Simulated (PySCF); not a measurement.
Constitutional and geometric isomers with formula C3H3F. Isolated molecules, 0 K electronic values unless said otherwise. Strings in code marks are SMILES.

All values below come from ωB97X-D3(BJ)/def2-TZVP // PBE0-D3(BJ)/def2-TZVP (PySCF 2.14.0). Delta-SCF ions had no search for a lower state. Excitations are Tamm–Dancoff values on a coarser integration grid. The basis has no diffuse functions, so Rydberg states are missing or too high.

```
species     S1 oscillator strength  T1 excitation (TDA) (eV)  vertical ionisation energy (Delta-SCF) (eV)  HOMO (eV)  S1 excitation (TDA) (eV)
----------  ----------------------  ------------------------  -------------------------------------------  ---------  ------------------------
`FC1=CC1`                    0.108                         …                                         9.90      -9.72                      7.29
`C(F)C#C`                    0.000                      5.50                                        10.86          …                      6.22
`CC#CF`                      0.000                         …                                            …     -10.10                      7.35
`C(F)=C=C`                       …                      4.59                                         9.94      -9.91                      5.11
```

Q: Fill in the missing entries.

A: 
- `FC1=CC1`, T1 excitation (TDA) (eV): 4.76
- `C(F)C#C`, HOMO (eV): -10.67
- `CC#CF`, T1 excitation (TDA) (eV): 6.23
- `CC#CF`, vertical ionisation energy (Delta-SCF) (eV): 10.31
- `C(F)=C=C`, S1 oscillator strength: 0.001
